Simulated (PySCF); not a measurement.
# What a mistake does to a calculation on B2FH3N cation

All numbers below are calculated, not measured. The program is PySCF 2.14.0, an open-source quantum chemistry code, run on an isolated molecule that a program drew, which may never have been made. The molecule is B2FH3N cation (charge +1, singlet), drawn as the SMILES string `[BH+]NBF`.

Each row is a Hartree-Fock (HF) and frozen-core CCSD(T) single point in the cc-pVDZ basis, meant for a local HF minimum. Run 1 is clean. Each other run has one planted mistake out of seven kinds, and not every kind appears here: one electron removed, one electron added, multiplicity raised by two, geometry at a saddle point, minimal basis STO-3G, one bond length entered in bohr, all coordinates scaled. The reference is restricted for singlets and unrestricted otherwise, and also for a bond in bohr. Adding or removing an electron swaps singlet and doublet. Electrons count all cores. HOMO and LUMO are orbital energies over both spins, the gradient is its largest component, and the lowest frequency (negative if imaginary) is given only where the gradient is small. Bond lengths are over the 6 bonds as drawn. T1 is the CCSD diagnostic: over 0.02 (restricted) or 0.045 (unrestricted) a single reference is doubtful.

Geometry of the clean run:
```xyz
7
B2FH3N cation, angstrom
B     0.0266    1.2737   -0.0587
N     0.7308    0.6768    0.8793
B     0.5303    0.8310    2.3555
F     1.3469    0.1411    3.0878
H    -0.6104    1.8132   -0.8792
H     1.4823    0.0510    0.6037
H    -0.3221    1.5406    2.7670
```

```
run  electrons  basis functions  <S^2>  HOMO (eV)  LUMO (eV)  gradient (hartree/bohr)  lowest frequency (cm^-1)  mean bond (Å)  longest bond (Å)      T1  HF (hartree)  CCSD(T) (hartree)                     mistake
  1         28               71  0.000     -20.13      -4.62                  1.5e-05                       161         1.2465             1.498  0.0157    -204.84036         -205.36692                    no fault
  2         29               71  0.767      -6.54       3.04                  8.4e-02                         -         1.2465             1.498  0.0146    -205.04399         -205.58363          one electron added
  3         28               71  2.021     -14.11      -8.92                  1.3e-01                         -         1.2465             1.498  0.0183    -204.65067         -205.14303  multiplicity raised by two
  4         28               71  0.000     -20.06      -4.66                  1.2e-02                         -         1.2652             1.520  0.0163    -204.83871         -205.36800                           ?
```

**Which mistake was planted in run 4, and what did it cost?**

The mean and the longest bond both change by the same factor, 1.015, and the gradient is no longer small. So the mistake is: all coordinates scaled. Subtracting run 1 and multiplying by 627.51 kcal/mol a hartree, the energy moved by 1.0 kcal/mol in HF and -0.7 kcal/mol in CCSD(T).

